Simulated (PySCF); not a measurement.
Compound: C7H10O2.
SMILES with atom numbers: `[CH3:1]/[CH:2]=[C:3]([CH3:4])/[CH:5]=[CH:6]\[C:7](=[O:8])[OH:9]` (hydrogens: H10, H11, H12 on C1; H13 on C2; H14, H15, H16 on C4; H17 on C5; H18 on C6; H19 on O9)

Geometry (PBE0-D3(BJ)/def2-SVP, Å), atoms numbered from 1 in this order:
```
atom  x, y, z in Å
C1    -2.905    0.677    0.358
C2    -1.624    0.181    0.944
C3    -0.470   -0.045    0.270
C4    -0.385    0.153   -1.214
C5     0.651   -0.530    1.071
C6     1.964   -0.753    0.837
C7     2.845   -0.509   -0.318
O8     3.887   -1.098   -0.477
O9     2.454    0.460   -1.162
H10   -3.620    0.956    1.143
H11   -2.755    1.554   -0.291
H12   -3.389   -0.099   -0.262
H13   -1.622   -0.020    2.022
H14   -1.384    0.161   -1.669
H15    0.123    1.096   -1.465
H16    0.201   -0.647   -1.686
H17    0.340   -0.802    2.087
H18    2.528   -1.231    1.642
H19    3.144    0.503   -1.842
```

The closed-shell ground state was solved at several levels (PySCF, density fitting, gas phase, non-relativistic).

```
           level  basis functions  total energy (Eh)  HOMO (eV)  LUMO (eV)  gap (eV)  dipole (D)
   PBE0/pcSseg-1              203          -422.6596      -6.75      -1.69      5.06        3.52
wB97X-D/pcSseg-1              203          -423.0042      -8.47      -0.01      8.46        3.50
```

(1) Estimate the row for wB97X-D/def2-SVPD, a basis of 266 functions; the other rows only guide the guess.

(2) Over all these levels, which gives the widest orbital gap and which the narrowest?

(3) How far do the dipole and the HOMO energy spread over the levels?

Answers

(1) Total energy -422.7656 Eh, HOMO -8.50 eV, LUMO -0.07 eV, gap 8.43 eV, dipole 3.64 D.

(2) wB97X-D/pcSseg-1 (range-separated hybrid) has the widest, 8.46 eV, and PBE0/pcSseg-1 (global hybrid, 25 % exact exchange) the narrowest, 5.06 eV. The two share the basis. From the narrowest to the widest the HOMO moves by -1.72 eV and the LUMO by +1.68 eV.

(3) The dipole runs from 3.50 to 3.64 D (mean 3.55 D) and the HOMO from -8.50 to -6.75 eV.

One conformer stands for the species.

wB97X-D is run here without its empirical dispersion term; that term would change no orbital, density or response property at a fixed geometry.
